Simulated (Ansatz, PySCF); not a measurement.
Gas-phase reaction R1 → 0.5 P1 + P2, each structure at its B3LYP-D3(BJ)/def2-TZVP stationary point, reached from a drawn start (curvature not checked).
R1, H2O (SMILES O) (charge 0, multiplicity 1):
```xyz
3

O      0.00000     0.00000     0.38961
H      0.00000     0.76499    -0.19486
H      0.00000    -0.76499    -0.19486
```
P1, H2 (SMILES [H][H]) (charge 0, multiplicity 1, Z-matrix in Å and degrees):
```
H
H 1 0.7440
```
P2: OH (SMILES [OH]), charge 0, multiplicity 2.

P less R. No zero-point or thermal terms; singlets are restricted closed shells; open shells are unrestricted; no spin–orbit coupling.

Cores are frozen in the correlated methods.

Run with Ansatz (Gaussian orbitals); PySCF for the D3/D4 terms. No computed number here is a measurement.

The comparison value is 69.79 kcal/mol (CCSD(T)/cc-pVQZ). It is a level with limits of its own, not the exact answer.

Task: Order these levels by how close they come to the comparison value for the reaction energy, closest first: BLYP-D3(BJ)/def2-TZVPP, PBE-D3(BJ)/def2-TZVPP, BHLYP/def2-TZVPP, SVWN5/def2-TZVPP, PBE0/def2-TZVPP. Give each level's value less the comparison value.

Result: PBE0/def2-TZVPP (-1.15 kcal/mol), PBE-D3(BJ)/def2-TZVPP (1.67 kcal/mol), BLYP-D3(BJ)/def2-TZVPP (-2.03 kcal/mol), BHLYP/def2-TZVPP (-6.79 kcal/mol), SVWN5/def2-TZVPP (15.34 kcal/mol)

Ansatz is a first-principles code.
